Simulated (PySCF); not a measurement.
Structure problem from calculated spectra and properties.

Formula: C6H15PS.

* 13C NMR: chemical shifts (computed TMS as zero) by class: 25.8 (3 C), 7.5 (3 C) ppm [GIAO PBE0/pcSseg-1]
* Dipole: 5.14 D [CAM-B3LYP/def2-SVPD]
* 1H NMR: chemical shifts (computed TMS as zero) by class: 1.38 (6 H), 1.06 (9 H) ppm [GIAO PBE0/pcSseg-1]
* Triplet: lowest triplet excitation (Tamm–Dancoff): 5.49 eV [TDA CAM-B3LYP/def2-SVPD]
* Rotational structure: rotational constants A, B, C: 1.416, 1.245, 0.903 GHz [PBE0-D3(BJ)/def2-SVP]
* UV, first state: lowest singlet excitation: 5.95 eV (208 nm, f = 0.046) [TDDFT CAM-B3LYP/def2-SVPD]

The electronic properties come from PySCF, for the isolated species, density fitting. Levels stand in brackets. Geometry: PBE0-D3(BJ)/def2-SVP, one conformer, isolated molecule. NMR values are class means; diastereotopic atoms form classes of their own.

Task: What is the compound? Reason from the data.

Result: Numbering: `[CH3:1][CH2:2][P:3](=[S:4])([CH2:5][CH3:6])[CH2:7][CH3:8]`. 6 carbons fall into 2 classes; from least to most shielded: sp3 carbon bound to phosphorus [C2/C5/C7] (25.8 ppm, 3 C), methyl carbon [C1/C6/C8] (7.5 ppm, 3 C, up to 3.4 ppm apart in this geometry). Hydrogen classes from least to most shielded: 6 H on 3 like atoms (sp3 carbon bound to phosphorus), C2/C5/C7 (1.38 ppm, a mean of values up to 0.5 ppm apart in this geometry), 9 H on 3 methyl carbons, C1/C6/C8 (1.06 ppm, a mean of values up to 1.4 ppm apart in this geometry). By its constants the optimised geometry is an asymmetric top. Structure: `CCP(=S)(CC)CC`. The assignments are read from this structure; whether some other isomer fits the data as well wasn't checked.

The values belong to the conformer `[CH3:1][CH2:2][P:3](=[S:4])([CH2:5][CH3:6])[CH2:7][CH3:8]`: C1–C2–P3–S4 -57°, C2–P3–C5–C6 -178°, C2–P3–C7–C8 56°.
